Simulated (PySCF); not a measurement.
C₂H₈N, SMILES C[NH2+]C, charge +1.

Coordinates come from a B3LYP-D3(BJ)/def2-SVP optimisation. The isomer is the one that the SMILES or the coordinates give; other isomers of the formula were not compared.

The numbers are results of B3LYP-D3(BJ)/def2-SVP in PySCF 2.14.0, not measurements.

Frequencies are harmonic and unscaled.

```json
[
 {"mode": "1", "ν (cm⁻¹)": "206", "IR (km/mol)": "0.0", "moving atoms (share of kinetic energy)": "H 98 %"},
 {"mode": "2", "ν (cm⁻¹)": "273", "IR (km/mol)": "1.7", "moving atoms (share of kinetic energy)": "H 86 %, N 10 %"},
 {"mode": "3", "ν (cm⁻¹)": "388", "IR (km/mol)": "0.2", "moving atoms (share of kinetic energy)": "C 42 %, H 40 %, N 18 %"},
 {"mode": "4", "ν (cm⁻¹)": "818", "IR (km/mol)": "20.0", "moving atoms (share of kinetic energy)": "H 91 %, N 8 %"},
 {"mode": "5", "ν (cm⁻¹)": "866", "IR (km/mol)": "4.3", "moving atoms (share of kinetic energy)": "C 53 %, H 24 %, N 23 %"},
 {"mode": "6", "ν (cm⁻¹)": "1004", "IR (km/mol)": "30.0", "moving atoms (share of kinetic energy)": "C 37 %, H 32 %, N 31 %"},
 {"mode": "7", "ν (cm⁻¹)": "1022", "IR (km/mol)": "0.0", "moving atoms (share of kinetic energy)": "H 91 %, C 9 %"},
 {"mode": "8", "ν (cm⁻¹)": "1071", "IR (km/mol)": "1.7", "moving atoms (share of kinetic energy)": "H 71 %, C 19 %, N 10 %"},
 {"mode": "9", "ν (cm⁻¹)": "1236", "IR (km/mol)": "0.3", "moving atoms (share of kinetic energy)": "H 60 %, C 24 %, N 16 %"},
 {"mode": "10", "ν (cm⁻¹)": "1262", "IR (km/mol)": "0.1", "moving atoms (share of kinetic energy)": "H 62 %, C 20 %, N 18 %"},
 {"mode": "11", "ν (cm⁻¹)": "1372", "IR (km/mol)": "0.0", "moving atoms (share of kinetic energy)": "H 87 %, C 13 %"},
 {"mode": "12", "ν (cm⁻¹)": "1412", "IR (km/mol)": "20.1", "moving atoms (share of kinetic energy)": "H 78 %, N 15 %"},
 {"mode": "13", "ν (cm⁻¹)": "1431", "IR (km/mol)": "1.7", "moving atoms (share of kinetic energy)": "H 87 %, C 11 %"},
 {"mode": "14", "ν (cm⁻¹)": "1458", "IR (km/mol)": "1.5", "moving atoms (share of kinetic energy)": "H 85 %, C 15 %"},
 {"mode": "15", "ν (cm⁻¹)": "1468", "IR (km/mol)": "0.0", "moving atoms (share of kinetic energy)": "H 99 %"},
 {"mode": "16", "ν (cm⁻¹)": "1475", "IR (km/mol)": "38.0", "moving atoms (share of kinetic energy)": "H 94 %"},
 {"mode": "17", "ν (cm⁻¹)": "1482", "IR (km/mol)": "48.7", "moving atoms (share of kinetic energy)": "H 97 %"},
 {"mode": "18", "ν (cm⁻¹)": "1482", "IR (km/mol)": "24.9", "moving atoms (share of kinetic energy)": "H 97 %"},
 {"mode": "19", "ν (cm⁻¹)": "1633", "IR (km/mol)": "48.7", "moving atoms (share of kinetic energy)": "H 94 %"},
 {"mode": "20", "ν (cm⁻¹)": "3075", "IR (km/mol)": "0.0", "moving atoms (share of kinetic energy)": "H 98 %"},
 {"mode": "21", "ν (cm⁻¹)": "3077", "IR (km/mol)": "0.1", "moving atoms (share of kinetic energy)": "H 97 %"},
 {"mode": "22", "ν (cm⁻¹)": "3192", "IR (km/mol)": "2.1", "moving atoms (share of kinetic energy)": "H 90 %, C 10 %"},
 {"mode": "23", "ν (cm⁻¹)": "3192", "IR (km/mol)": "0.6", "moving atoms (share of kinetic energy)": "H 90 %, C 10 %"},
 {"mode": "24", "ν (cm⁻¹)": "3194", "IR (km/mol)": "0.0", "moving atoms (share of kinetic energy)": "H 90 %, C 10 %"},
 {"mode": "25", "ν (cm⁻¹)": "3194", "IR (km/mol)": "1.6", "moving atoms (share of kinetic energy)": "H 90 %, C 10 %"},
 {"mode": "26", "ν (cm⁻¹)": "3411", "IR (km/mol)": "64.8", "moving atoms (share of kinetic energy)": "H 95 %"},
 {"mode": "27", "ν (cm⁻¹)": "3455", "IR (km/mol)": "99.4", "moving atoms (share of kinetic energy)": "H 91 %, N 9 %"}
]
```
